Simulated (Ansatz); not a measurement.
This geometry of B2ClFH5NSn (11 atoms, charge 0, multiplicity 1) is a first-order saddle point.

Level of theory: RKS B3LYP-D4/def2-SVP (Ansatz 0.2.0).

```xyz
11
Properties=species:S:1:pos:R:3
F -0.920 -0.698 1.715
B -0.801 0.616 1.686
Cl -1.442 1.546 3.045
N -0.167 1.284 0.595
B 0.396 0.758 -0.595
Sn 0.506 -1.416 -1.246
H -0.125 2.297 0.701
H 0.875 1.560 -1.363
H 2.167 -1.833 -1.466
H -0.199 -2.621 -0.246
H -0.225 -1.549 -2.805
```

(1) Which two structures does it join? (They come from a converged band through this point; their orientation in space is the band's.)

(2) How far does it lie above each of them?

Answers

(1) No bond is made or broken. The dihedral N4–B5–Sn6–H10 goes from -61 to 61°. The two ends are copies of one structure, up to a mirror image or an exchange of like atoms.

Initial state:

```xyz
11
Properties=species:S:1:pos:R:3
F -1.465 -0.583 1.123
B -1.081 0.654 1.387
Cl -1.932 1.546 2.653
N -0.007 1.258 0.669
B 0.788 0.716 -0.375
Sn 0.521 -1.385 -1.205
H 0.208 2.212 0.955
H 1.647 1.433 -0.830
H 1.666 -1.674 -2.464
H 0.764 -2.601 -0.009
H -1.044 -1.632 -1.883
```

Final state:

```xyz
11
Properties=species:S:1:pos:R:3
F -0.754 -0.778 1.608
B -0.662 0.540 1.673
Cl -1.214 1.347 3.143
N -0.130 1.292 0.584
B 0.364 0.832 -0.664
Sn 0.432 -1.360 -1.267
H -0.108 2.299 0.738
H 0.766 1.674 -1.431
H 1.405 -2.306 -0.207
H -1.134 -2.077 -1.308
H 1.102 -1.520 -2.850
```

(2) 0.047 eV above the first and 0.047 eV above the second. This is the barrier of this one path; another mechanism may lie lower.

Time of the run: 7.8 min on 2 threads of Arm Neoverse V2 (shared host), peak memory 0.34 GiB.
